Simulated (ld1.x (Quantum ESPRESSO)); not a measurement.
thallium (Tl): excitation energies, all-electron against TM semilocal

ld1.x (Quantum ESPRESSO) 7.5 input, shortened:

```
&input
   title='Tl', zed=81., rel=1, dft='PBE', iswitch=3,
   config='[Xe] 4f14 5d10 6s2 6p1'
 /
 &inputp
   pseudotype=1, tm=.true., lloc=0,
   nlcc=.false.
 /
3
6P  2  1   1.00   0.00  2.90  2.90  0.0
5D  3  2  10.00   0.00  1.60  1.60  0.0
6S  1  0   2.00   0.00  2.25  2.25  0.0
 &test
   configts(1)='5d10 6s2 6p1'
 /
```

Energies are relative to the spin-unpolarised reference configuration 5d10 6s2 6p1; without spin polarisation the order of configurations can differ from experiment. The frozen-core shift is the all-electron ΔE with the core orbitals held at their reference shape minus the fully relaxed ΔE.

**Question.** Give the all-electron excitation energy and the error of the potential for: 5d10 6s2 6p0; 5d10 6s1 6p0; 5d10 6s0 6p0; 5d10 6s0 6p3; 5d10 6s2 6p0.5; 5d9 6s2 6p1; 5d9 6s0 6p0.

**Answer.**

```csv
valence configuration,charge,ΔE all-electron (eV),error AE − PS (meV),frozen-core shift (meV)
5d10 6s2 6p0,+1,5.167,-2.4,+2.6
5d10 6s1 6p0,+2,25.947,-1.8,+11
5d10 6s0 6p0,+3,56.087,+21,+30
5d10 6s0 6p3,0,15.210,+2.8,+5.4
5d10 6s2 6p0.5,+0.5,1.853,-0.8,+0.9
5d9 6s2 6p1,+1,21.238,-40,+48
5d9 6s0 6p0,+4,107.876,+116,+173
```

Levels in the configuration 5d9 6s0 6p0:

| level | all-electron (eV) | pseudo (eV) |
| --- | --- | --- |
| 5d | -59.452 | -59.377 |
